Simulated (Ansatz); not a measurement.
Total energies of `COc1ccc(-c2ccc(-c3ccc(-c4ccc(-c5ccc(-c6ccc(C(F)=C(F)F)cc6)cc5)cc4)cc3)cc2)cc1` from Ansatz at PBE0-D4/def2-SVP, gas phase (1 Eh = 27.2114 eV = 2625.5 kJ/mol). The reference geometry is relaxed at PBE-D4/def2-SVP.

```csv
state,geometry,energy (Eh)
charge 0 singlet,reference,-1873.76846
charge 1 doublet,reference,-1873.52085
charge 1 doublet,relaxed at PBE-D4/def2-SVP,-1873.52516
charge -1 doublet,reference,-1873.80531
charge -1 doublet,relaxed at PBE-D4/def2-SVP,-1873.80817
free C atom (triplet),–,-37.76066
free O atom (triplet),–,-74.92490
free F atom (doublet),–,-99.54906
free H atom (doublet),–,-0.50029
```

Single mean-field runs in def2-SVP are fitted with def2-universal-jkfit.

**Question.** Work out the vertical ionisation energy to the doublet.

**Answer.** E(charge 1 doublet) − E(charge 0 singlet) = -1873.52085 − (-1873.76846) = 0.24761 Eh = 6.74 eV. For comparison, −ε of the highest occupied level is 5.82 eV at this level, 0.92 eV less.

**Question.** Work out the vertical electron affinity, to the doublet.

**Answer.** E(charge 0 singlet) − E(charge -1 doublet) = -1873.76846 − (-1873.80531) = 0.03685 Eh = 1.00 eV. The basis lacks diffuse functions, which makes affinities too small.

**Question.** Give the fundamental gap IE − EA, the Mulliken electronegativity (IE + EA)/2 and the hardness (IE − EA)/2.

**Answer.** From the values in Eh: IE − EA = 0.24761 − 0.03685 = 0.21076 Eh = 5.74 eV; (IE + EA)/2 = 3.87 eV; (IE − EA)/2 = 2.87 eV. The HOMO–LUMO gap of the same run is 3.95 eV, 1.79 eV smaller than the fundamental gap.

**Question.** How much does the charge 1 doublet relax, and what is the adiabatic ionisation energy?

**Answer.** Relaxation: -1873.52085 − (-1873.52516) = 0.00431 Eh = 0.12 eV. Adiabatic ionisation energy: 0.24330 Eh = 6.62 eV, without zero-point energy. 

**Question.** How much does the charge -1 doublet relax, and what is the adiabatic electron affinity?

**Answer.** Relaxation: -1873.80531 − (-1873.80817) = 0.00286 Eh = 0.08 eV. Adiabatic electron affinity: 0.03971 Eh = 1.08 eV, without zero-point energy. 

**Question.** What is the binding energy per atom against free atoms?

**Answer.** Atoms: 39 × (-37.76066) + 1 × (-74.92490) + 3 × (-99.54906) + 27 × (-0.50029) = -1859.74565 Eh. Binding: -1859.74565 − (-1873.76846) = 14.02281 Eh = 381.58 eV, or 5.45 eV for each of 70 atoms (no zero-point energy, no counterpoise term).
